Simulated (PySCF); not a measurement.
**Spinor energies of Al²⁺ (aluminium, charge +2)**

Start: [Ne] 3p1; 3p3/2 filled at m_j = +3/2. Calculated with PySCF 2.14 in x2c-TZVPall-2c with one added diffuse shell each of s, p type (6s7p2d1f, 44 functions): generalised Hartree-Fock with the X2C-1e Hamiltonian and a Gaussian nucleus; one run each with spin-orbit coupling (SO) switched off, then screened by Boettger's factors. This is a chosen level, not necessarily the ground level.

```
spinor shell  electrons  ε, spin-free (eV)  ε, screened SO (eV)  weight of nominal j (screened SO)  rms radius, screened SO (bohr)
       1s1/2          2            -1617.5              -1617.5                              1.000                           0.139
       2s1/2          2            -155.76              -155.76                              1.000                           0.676
       2p1/2          2            -109.57              -109.81                              0.949                           0.670
       3p3/2          1            -21.496              -21.486                              1.000                            2.79
```

Question: Where does 2p3/2 lie, and what is the 2p spin-orbit splitting (screened SO)?

Answer: At -109.45 eV, 0.353 eV above 2p1/2.

```json
{"quantity": "E (hartree)", "spin-free": "-241.21743", "screened SO": "-241.21722"}
{"quantity": "M_J", "spin-free": "3/2", "screened SO": "3/2"}
{"quantity": "⟨J²⟩", "spin-free": "3.750", "screened SO": "3.750"}
{"quantity": "⟨L²⟩", "spin-free": "2.000", "screened SO": "2.000"}
{"quantity": "⟨S²⟩", "spin-free": "0.750", "screened SO": "0.750"}
```

Each row is a mean over spinors that exchange with the open shell spreads, by up to 0.839 eV (2p3/2).

Without spin-orbit coupling the j labels of p, d and f shells carry no meaning; the spin-free column gives the mean over the occupied spinors of each nl shell.
